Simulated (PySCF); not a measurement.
All of these have the formula C5H6F3P. Method: TDDFT B3LYP/def2-SVPD, vertical, gas phase, core orbitals frozen in the response (PySCF 2.14.0, density-fitted response routines). Geometries: GFN2-xTB; one conformer of each isolated species. Triplets are in the Tamm–Dancoff approximation.

A. `C=CCPC(F)=C(F)F`
B. `FC(F)=C(F)P1CCC1`
C. `FC(F)=C(F)PC1CC1`

Lowest singlet levels (six at most, fewer where fewer were computed) with oscillator strengths:

1. 5.65 eV (f 0.011); 5.88 eV (f 0.159); 6.45 eV (f 0.003); 6.46 eV (f 0.005); 6.67 eV (f 0.047); 6.81 eV (f 0.042); T1 4.28 eV
2. 5.39 eV (f 0.023); 5.84 eV (f 0.204); 5.87 eV (f 0.013); 6.40 eV (f 0.020); 6.48 eV (f 0.005); 6.50 eV (f 0.024); T1 4.20 eV
3. 4.95 eV (f 0.017); 5.58 eV (f 0.116); 5.92 eV (f 0.039); 6.19 eV (f 0.005); 6.36 eV (f 0.035); 6.65 eV (f 0.028); T1 4.03 eV

**Question.** Which spectrum belongs to which structure?

**Answer.** 1 = C, 2 = A, 3 = B.
- A: S1 at 5.39 eV, HOMO→LUMO (80%), HOMO→LUMO+1 (10%); Löwdin shares by element: HOMO carbon 42% or more, phosphorus 28% (atoms not listed hold the other 31%); LUMO carbon 53% or more, phosphorus 15% (atoms not listed hold the other 33%); HOMO -6.83 and LUMO -0.61 eV.
- B: S1 at 4.95 eV, HOMO→LUMO (91%); Löwdin shares by element: HOMO phosphorus 38%, carbon 34% or more (atoms not listed hold the other 28%); LUMO phosphorus 31%, carbon 26% or more, fluorine 7% or more (atoms not listed hold the other 35%); HOMO -6.49 and LUMO -0.62 eV.
- C: S1 at 5.65 eV, HOMO→LUMO+1 (92%); Löwdin shares by element: HOMO carbon 42% or more, phosphorus 32% (atoms not listed hold the other 27%); LUMO carbon 48% or more, phosphorus 26% (atoms not listed hold the other 25%); HOMO -6.85 and LUMO -0.33 eV.
